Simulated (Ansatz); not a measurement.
Species: C$_{5}$H$_{14}$Si, SMILES `CC[Si](C)(C)C` (C–C–Si–C torsion 60°) (charge 0, multiplicity 1).

Task: Give a relaxed geometry from B3LYP-D3(BJ)/def2-SVP run with Ansatz (a first-principles code).

Result: One answer among several that fit: the end point of this relaxation, one of several conformers (outside a Z-matrix the atoms follow the SMILES, hydrogens last).
Z-matrix (Å, degrees):
```
Si
C 1 1.8888
H 2 1.1026 1 111.17
H 2 1.1026 3 107.73 1 -122.04
H 2 1.1026 3 107.72 4 -115.95
C 1 1.8899 2 109.55 3 179.95
H 6 1.1022 1 111.41 2 -178.73
H 6 1.1026 7 107.60 1 -121.93
H 6 1.1027 7 107.77 8 -115.91
C 1 1.8899 2 109.55 3 60.03
H 10 1.1022 1 111.41 2 178.73
H 10 1.1026 11 107.60 1 121.93
H 10 1.1027 11 107.77 12 115.91
C 1 1.8965 2 109.03 3 -60.01
H 14 1.1055 1 107.87 2 -56.76
H 14 1.1055 15 105.51 1 -115.10
C 14 1.5347 15 110.05 16 -118.68
H 17 1.1025 14 111.53 15 -62.25
H 17 1.1025 18 107.06 14 122.26
H 17 1.1026 18 107.17 19 114.71
```
